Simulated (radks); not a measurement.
Values are calculated unless marked as measured or tabulated.
Question: The lithium anion Li-, [He] 2s2, held by a Watson sphere: a shell of charge +1 at radius R that stands for the Madelung well of a crystal (potential energy -1/R inside, -1/r outside, in hartree with lengths in bohr). Code: a radial shooting solver on a logarithmic mesh with Libxc functionals. Model: scalar-relativistic Kohn-Sham, LDA (Slater exchange, Perdew-Wang correlation), spin-polarised, spherical densities, finite nucleus; Fermi nuclear charge, rms radius of each element as measured or else 0.836 A^(1/3) + 0.57 fm. Response by self-consistent Sternheimer equations with the Hartree and adiabatic LDA kernel, the relativistic mass of each level held fixed and spin-orbit coupling left out. The sphere does not respond.

R (bohr)  e(1s) (eV)  e(2s) (eV)  <r> 2s (bohr)  sum of <r^2> (bohr^2)  X-ray form factor at sin(theta)/lambda = 0.3 1/angstrom  alpha (bohr^3)
1.59         -55.295      -4.729          3.111                  23.96                                                    1.466           79.05
1.75         -54.114      -4.677          3.153                  24.53                                                    1.465           81.62
2.57         -51.039      -4.320          3.423                  28.46                                                    1.471           102.7
3.25         -50.168      -3.971          3.676                  32.57                                                    1.482           129.4
3.38         -50.071      -3.903          3.724                  33.40                                                    1.484           135.3
3.5          -49.993      -3.842          3.769                  34.17                                                    1.486           141.0
3.6          -49.937      -3.791          3.805                  34.82                                                    1.487           145.9

Estimate the row for R = 3.59 bohr.

Answer: e(1s) (eV) -49.942; e(2s) (eV) -3.796; <r> 2s (bohr) 3.802; sum of <r^2> (bohr^2) 34.76; X-ray form factor at sin(theta)/lambda = 0.3 1/angstrom 1.487; alpha (bohr^3) 145.4.
